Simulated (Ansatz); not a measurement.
Input and output for `C[O][Hf]([OH])([OH])[SeH]`.

```yaml
crystal:
  periodic: [false, false, false]
  atoms:
    - {symbol: C, position_ang: [0.451712, -2.392932, 0.037096]}
    - {symbol: O, position_ang: [0.256632, -1.018102, 0.082772]}
    - {symbol: Hf, position_ang: [-0.182420, 0.830471, -0.022415]}
    - {symbol: O, position_ang: [-0.572835, 1.380023, -1.818032]}
    - {symbol: O, position_ang: [-1.665920, 1.266476, 1.115129]}
    - {symbol: Se, position_ang: [1.993170, 2.012785, 0.830191]}
    - {symbol: H, position_ang: [0.356224, -2.764015, -0.988485]}
    - {symbol: H, position_ang: [1.452239, -2.642922, 0.403154]}
    - {symbol: H, position_ang: [-0.283901, -2.907238, 0.663955]}
    - {symbol: H, position_ang: [-0.912787, 1.607027, -2.676175]}
    - {symbol: H, position_ang: [-2.299719, 1.295103, 1.823415]}
    - {symbol: H, position_ang: [1.407616, 3.333344, 0.549374]}
basis:
  gaussian: {orbitals: def2-mTZVPP}
hamiltonian: {xc: {name: PBE0}}
output: {forces: true}
```

```sh
$ ansatz run in.yaml --threads 2 --pin off --events-out ev --progress --plain --max-ram 32768MiB --backend cpu
```

Output, abridged:

```
Functional definition: PBE0
1848 factors; integrals over basis functions are off by at most 1.2e-3 eV
mean field evaluation 1: about -73909.9321 eV, gradient 9.5e1 eV
mean field evaluation 2: about -73856.2634 eV, gradient 1.9e2 eV
mean field evaluation 4: about -73924.7603 eV, gradient 1.0e1 eV
mean field evaluation 8: about -73925.1161 eV, gradient 1.0e0 eV
mean field evaluation 16: about -73925.1189 eV, gradient 3.0e-4 eV
mean field -73925.11886869 eV, -2716.6980101790 hartree, gradient 8.8e-6 eV, S^2 0.000000; 0 other end points of the search recorded, 0 dependent functions left out
reference -73925.11890146 eV, -2716.6980113834 hartree; 41, 41 occupied and 152, 152 virtual orbitals, 1848 factors
Total energy: -73925.11890146 eV, -2716.6980113834 hartree
Atom 0 at     0.451712    -2.392932     0.037096 Å, force    -0.019656    -0.035964    -0.020824 eV/Å
Atom 1 at     0.256632    -1.018102     0.082772 Å, force     0.054915    -0.142566     0.030321 eV/Å
Atom 2 at    -0.182420     0.830471    -0.022415 Å, force     0.125970     0.011314     0.088096 eV/Å
Atom 3 at    -0.572835     1.380023    -1.818032 Å, force     0.008067     0.074789    -0.179815 eV/Å
Atom 4 at    -1.665920     1.266476     1.115129 Å, force    -0.183264     0.117012     0.026970 eV/Å
Atom 5 at     1.993170     2.012785     0.830191 Å, force     0.011006     0.065165     0.000522 eV/Å
Atom 6 at     0.356224    -2.764015    -0.988485 Å, force     0.001016    -0.009604    -0.013133 eV/Å
Atom 7 at     1.452239    -2.642922     0.403154 Å, force     0.015088    -0.005156     0.005884 eV/Å
Atom 8 at    -0.283901    -2.907238     0.663955 Å, force    -0.007938    -0.011045     0.009586 eV/Å
Atom 9 at    -0.912787     1.607027    -2.676175 Å, force    -0.046792    -0.006509    -0.017697 eV/Å
Atom 10 at    -2.299719     1.295103     1.823415 Å, force     0.008585    -0.045508     0.055959 eV/Å
Atom 11 at     1.407616     3.333344     0.549374 Å, force     0.033002    -0.011928     0.014130 eV/Å
Dipole moment:    -0.615129    -0.369651    -0.207024 e Å
```

Hardware: 2 threads of a server CPU on a shared host. Wall time 11 s, peak host memory 0.64 GiB.
